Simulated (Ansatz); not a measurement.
Basis-set extrapolation for C4H12MgN2, SMILES `C[N](C)[Mg][N](C)C` (PBE0-D4/def2-TZVP geometry, frozen core, Ansatz). Multiplicity 1, RHF reference. For Mg the program correlates outer-core shells too, which these sets cover unevenly, so the extrapolated numbers aren't a true limit.

|  | def2-TZVPP | def2-QZVPP |
| --- | --- | --- |
| HF | -467.054293 | -467.076838 |
| MP2 correlation | -1.338435 | -1.453382 |
| CCSD(T) correlation | -1.451992 | not run |

Energies in hartree. Use E(X) = E(∞) + A·exp(−7.88·√X) for Hartree–Fock and E(X) = E(∞) + B·X^(−2.97) for correlation, with X = 3 and 4, and add CCSD(T) minus MP2 of the smaller set to the MP2 limit.

Problem. What is the CCSD(T) energy at the basis-set limit?

Solution. HF limit: -467.076838 + (-0.022545) × 0.13774 = -467.07994. MP2 limit: -1.453382 + (-0.114947) × 0.74074 = -1.53853. Higher-order term: -1.451992 − (-1.338435) = -0.11356. Total: -468.73203 hartree, 6.14 eV below CCSD(T)/def2-TZVPP.
